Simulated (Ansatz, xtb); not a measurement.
**ClH6InSi2: which of two structures lies lower**

Structure a: a singlet given by its coordinates. Structure b: `[SiH3][SiH2][InH][Cl]`, a singlet. Both are isolated molecules in the gas phase, relaxed with B3LYP-D3(BJ)/def2-SVP; the shapes shown needn't be the lowest conformers.

a (Å):

```yaml
atoms:
  - { symbol: Cl, position_ang: [-0.0423, -1.0221, -0.9818] }
  - { symbol: In, position_ang: [-2.2570, 0.4869, 0.4459] }
  - { symbol: Si, position_ang: [1.1394, -0.8047, 0.8051] }
  - { symbol: Si, position_ang: [-0.3286, 0.3743, 2.2162] }
  - { symbol: H, position_ang: [1.4945, -2.1945, 1.2046] }
  - { symbol: H, position_ang: [2.3736, -0.0954, 0.3678] }
  - { symbol: H, position_ang: [-0.5556, -0.4402, 3.4489] }
  - { symbol: H, position_ang: [0.3287, 1.6548, 2.6195] }
  - { symbol: H, position_ang: [-2.3401, 1.8709, -0.5992] }
  - { symbol: H, position_ang: [-3.4594, -0.7654, 0.4515] }
```

Close contacts (Å): Cl1–In2 3.04, Cl1–Si3 2.15, In2–Si4 2.62, Si3–Si4 2.35, In2–H9 1.74, In2–H10 1.74, Si3–H5 1.49, Si3–H6 1.49, Si4–H7 1.49, Si4–H8 1.49.

b (Å):

```xyz
10

Cl   -2.8747   -0.0360   -0.8145
In   -1.6021   -1.7847    0.2311
Si    0.5067    1.5640    0.4338
Si    0.6092   -0.7069    1.0318
H     1.7497    2.2693    0.8684
H     0.3756    1.6739   -1.0455
H    -0.6681    2.1916    1.0997
H     1.7653   -1.3969    0.3808
H     0.7440   -0.8827    2.5107
H    -2.4539   -3.2908    0.1928
```

Question: Estimate E(b) − E(a) at the level CCSD(T)/def2-SVP + ΔMP2/def2-TZVPP.

Answer: Calculated at CCSD(T)/def2-SVP + ΔMP2/def2-TZVPP: E(b) − E(a) = −8.8 kcal/mol, so structure b lies lower.

How the difference moves with the method:

```csv
level,geometry,E(b) − E(a) (kcal/mol),departure from the last row (kcal/mol),"job, with rough time for the two"
B3LYP-D3(BJ)/def2-SVP,B3LYP-D3(BJ)/def2-SVP,−9.9,−1.1,"optimisation, 3.8 min"
HF/def2-SVP,B3LYP-D3(BJ)/def2-SVP,−12.7,−3.9,part of the CCSD(T) run
MP2/def2-SVP,B3LYP-D3(BJ)/def2-SVP,−9.6,−0.7,part of the CCSD(T) run
CCSD(T)/def2-SVP,B3LYP-D3(BJ)/def2-SVP,−9.6,−0.8,single point
CCSD(T)/def2-SVP + ΔMP2/def2-TZVPP,B3LYP-D3(BJ)/def2-SVP,−8.8,,"single point, 42 s"
```

The levels shown agree on the order. The largest departure from CCSD(T)/def2-SVP + ΔMP2/def2-TZVPP is that of HF/def2-SVP, 3.9 kcal/mol. Levels run at GFN2-xTB geometries aren't shown. The last row adds to CCSD(T) the change of the MP2 difference between the two basis sets, here +0.8 kcal/mol.

With harmonic frequencies from B3LYP-D3(BJ)/def2-SVP (ideal gas, rigid rotor, one conformer each, 298.15 K, 1 atm): on the last row, ΔE + ΔZPE = −8.1 kcal/mol. A mode under 50 cm⁻¹ makes harmonic enthalpies and free energies unreliable, so none is given.

The correlated steps freeze 19 core orbitals; the filled d shell of In is correlated, in a basis made for valence electrons. Atoms past krypton carry core potentials in the def2 sets and no spin–orbit term is included. Run with Ansatz 0.2.0; the last row on 2 threads of Intel(R) Xeon(R) Platinum 8259CL CPU @ 2.50GHz (Skylake/Cascade Lake) on a shared host.
